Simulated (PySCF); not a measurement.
F₂Zn, triplet, at a GFN2-xTB geometry (such geometries of metal compounds can be far from the true shape) (a higher spin typed on purpose: for a closed-shell molecule this is an excited state); R2SCAN/6-31G** in PySCF.

PySCF was given this input:
```python
from pyscf import gto, scf, dft

mol = gto.M(
    atom='''
Zn    0.209950    0.408288    0.426052
F    -0.507225    0.144843   -1.423479
F    -0.192609   -1.505802    0.003305
''',
    basis='6-31g**',
    charge=0,
    spin=2,
    verbose=4,
)

mf = dft.UKS(mol)
mf.xc = 'r2scan'
mf.kernel()
```

What the program printed (banner, timings and long lists left out):

```
PySCF version 2.14.0

[INPUT] verbose = 4
[INPUT] num. atoms = 3
[INPUT] num. electrons = 48
[INPUT] charge = 0
[INPUT] spin (= nelec alpha-beta = 2S) = 2
[INPUT] symmetry False subgroup None
[INPUT] Mole.unit = angstrom
[INPUT] Symbol           X                Y                Z      unit          X                Y                Z       unit  Magmom
[INPUT]  1 Zn     0.209950000000   0.408288000000   0.426052000000 AA    0.396747999852   0.771552499946   0.805121594823 Bohr   0.0
[INPUT]  2 F     -0.507225000000   0.144843000000  -1.423479000000 AA   -0.958516333533   0.273713601060  -2.689985454070 Bohr   0.0
[INPUT]  3 F     -0.192609000000  -1.505802000000   0.003305000000 AA   -0.363978259126  -2.845553377822   0.006245544842 Bohr   0.0

nuclear repulsion = 162.241953320451
number of shells = 24
number of NR pGTOs = 151
number of NR cGTOs = 62
basis = 6-31g**
ecp = {}

******** <class 'pyscf.dft.uks.UKS'> ********
method = UKS
initial guess = minao
damping factor = 0
level_shift factor = 0
DIIS = <class 'pyscf.scf.diis.CDIIS'>
diis_start_cycle = 1
diis_space = 8
diis_damp = 0
SCF conv_tol = 1e-09
SCF conv_tol_grad = None
SCF max_cycles = 50
direct_scf = True
direct_scf_tol = 1e-13
number electrons alpha = 25  beta = 23
XC library pyscf.dft.libxc version 7.1.2
    S. Lehtola, C. Steigemann, M. J. T. Oliveira, and M. A. L. Marques,  SoftwareX 7, 1–5 (2018)
XC functionals = r2scan
    J. W. Furness, A. D. Kaplan, J. Ning, J. P. Perdew, and J. Sun,  J. Phys. Chem. Lett. 11, 8208–8215 (2020)
    J. W. Furness, A. D. Kaplan, J. Ning, J. P. Perdew, and J. Sun,  J. Phys. Chem. Lett. 11, 9248–9248 (2020)
    J. W. Furness, A. D. Kaplan, J. Ning, J. P. Perdew, and J. Sun,  J. Phys. Chem. Lett. 11, 8208–8215 (2020)
    J. W. Furness, A. D. Kaplan, J. Ning, J. P. Perdew, and J. Sun,  J. Phys. Chem. Lett. 11, 9248–9248 (2020)
radial grids:
    Treutler-Ahlrichs [JCP 102, 346 (1995); DOI:10.1063/1.469408] (M4) radial grids

becke partition: Becke, JCP 88, 2547 (1988); DOI:10.1063/1.454033
pruning grids: <function nwchem_prune>
grids dens level: 3
symmetrized grids: False
atomic radii adjust function: <function treutler_atomic_radii_adjust>
small_rho_cutoff = 0
Set gradient conv threshold to 3.16228e-05
tot grids = 49168
init E= -1978.09586918452

cycle= 1 E= -1977.84330441642  delta_E= 0.253  |g|= 1.21  |ddm|= 1.18

cycle= 2 E= -1966.93807481611  delta_E= 10.9  |g|= 4.24  |ddm|= 5.88

cycle= 3 E= -1978.35008085876  delta_E= -11.4  |g|= 0.955  |ddm|=  5.5
cycle= 4 E= -1978.43852004631  delta_E= -0.0884  |g|= 0.501  |ddm|= 0.533
cycle= 5 E= -1978.51500264174  delta_E= -0.0765  |g|= 0.259  |ddm|= 0.225

cycle= 6 E= -1978.53603771347  delta_E= -0.021  |g|= 0.0648  |ddm|= 0.202

cycle= 7 E= -1978.53056844683  delta_E= 0.00547  |g|= 0.126  |ddm|= 0.123

cycle= 8 E= -1978.53738991968  delta_E= -0.00682  |g|= 0.00486  |ddm|= 0.0971

cycle= 9 E= -1978.53740993425  delta_E= -2e-05  |g|= 0.00123  |ddm|= 0.0098

cycle= 10 E= -1978.53741353064  delta_E= -3.6e-06  |g|= 0.000627  |ddm|= 0.00542

cycle= 11 E= -1978.53741452121  delta_E= -9.91e-07  |g|= 0.000173  |ddm|= 0.00405

cycle= 12 E= -1978.53741454672  delta_E= -2.55e-08  |g|= 3.08e-05  |ddm|= 0.000602

cycle= 13 E= -1978.53741454715  delta_E= -4.25e-10  |g|= 6.73e-06  |ddm|= 4.18e-05

Extra cycle  E= -1978.537414547  delta_E= 1.45e-10  |g|= 2.04e-05  |ddm|= 1.88e-05
converged SCF energy = -1978.537414547  <S^2> = 2.0057903  2S+1 = 3.0038577
```
